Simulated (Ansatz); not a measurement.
```yaml
crystal:
  periodic: [false, false, false]
  atoms:
    - {symbol: B, position_ang: [-0.000017, 0.000009, 0.001485]}
    - {symbol: Br, position_ang: [1.898831, -0.027600, 0.013840]}
    - {symbol: Br, position_ang: [-0.925420, 1.658216, -0.016440]}
    - {symbol: Br, position_ang: [-0.973395, -1.630615, 0.001115]}
basis:
  gaussian: {orbitals: ANO-RCC-VTZP}
magnetization: {spin_polarized: true, initial_magnetization: 0}
hamiltonian: {xc: {name: B97}}
scf: {omitted_lower_state_checks: [starts]}
output: {forces: true}
```

```sh
$ ansatz run in.yaml --threads 2 --pin off --events-out ev --progress --plain --max-ram 4352MiB
```

Shortened log:

```
Functional definition: B97
1128 factors; integrals over basis functions are off by at most 9.0e-4 eV
mean field evaluation 1: about -213430.2413 eV, gradient 6.7e0 eV
mean field evaluation 2: about -213430.2242 eV, gradient 6.7e0 eV
mean field evaluation 4: about -213430.4675 eV, gradient 6.0e-1 eV
mean field evaluation 8: about -213430.4832 eV, gradient 1.1e-2 eV
mean field -213430.48324243 eV, -7843.4255907819 hartree, gradient 8.5e-5 eV, S^2 0.000000; 0 other end points of the search recorded, 0 dependent functions left out
reference -213430.48327265 eV, -7843.4255918922 hartree; 55, 55 occupied and 104, 104 virtual orbitals, 1128 factors
Total energy: -213430.48327265 eV, -7843.4255918922 hartree
Relativity: scalar
Atom 0 at    -0.000017     0.000009     0.001485 Å, force     0.000716    -0.000239    -0.010776 eV/Å
Atom 1 at     1.898831    -0.027600     0.013840 Å, force     0.148966    -0.002209     0.004720 eV/Å
Atom 2 at    -0.925420     1.658216    -0.016440 Å, force    -0.073052     0.130979     0.002335 eV/Å
Atom 3 at    -0.973395    -1.630615     0.001115 Å, force    -0.076630    -0.128531     0.003722 eV/Å
Dipole moment:    -0.000044     0.000007     0.000084 e Å
Checks for a lower state left out: starts
```

Hardware: 2 threads of Intel Xeon Platinum 8488C on a shared host. Wall time 33 s, peak host memory 0.89 GiB.

DK, ANO-RCC and x2c sets are all-electron and run with scalar relativity unless a key says otherwise.
